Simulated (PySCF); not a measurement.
**Potassium: a sound run and one with changed settings**

Sound run: K [Ar] 4s1, K⁺ [Ar]. Calculation: PySCF 2.14, in Sapporo-DKH3-DZP-2012 (6s5p1d, 26 functions); scalar relativity by spin-free X2C-1e. The sound run starts from symmetry-adapted Hartree-Fock orbitals and uses a fine grid where one is needed.

A second run was set up differently.

```json
{"species": "K", "method": "UHF", "sound run (hartree)": "-601.44501", "changed run (hartree)": "-601.37272", "converged": "no"}
{"species": "K", "method": "PBE0", "sound run (hartree)": "-602.04601", "changed run (hartree)": "-601.98627", "converged": "no"}
{"species": "K", "method": "PBE", "sound run (hartree)": "-602.00409", "changed run (hartree)": "-601.94040", "converged": "no"}
{"species": "K⁺", "method": "UHF", "sound run (hartree)": "-601.29717", "changed run (hartree)": "-601.29114", "converged": "no"}
{"species": "K⁺", "method": "PBE0", "sound run (hartree)": "-601.88467", "changed run (hartree)": "-601.87927", "converged": "no"}
{"species": "K⁺", "method": "PBE", "sound run (hartree)": "-601.84016", "changed run (hartree)": "-601.83511", "converged": "no"}
```

(1) What was changed?
A. too few SCF iterations
B. radial grid too coarse
C. a valence shell is frozen
D. basis contracted for another Hamiltonian

Answers

(1) A. It used initial guess 1e, at most 3 SCF cycles. The SCF was stopped early; the energies are upper bounds that still move, and correlated levels were skipped or rest on poor orbitals.
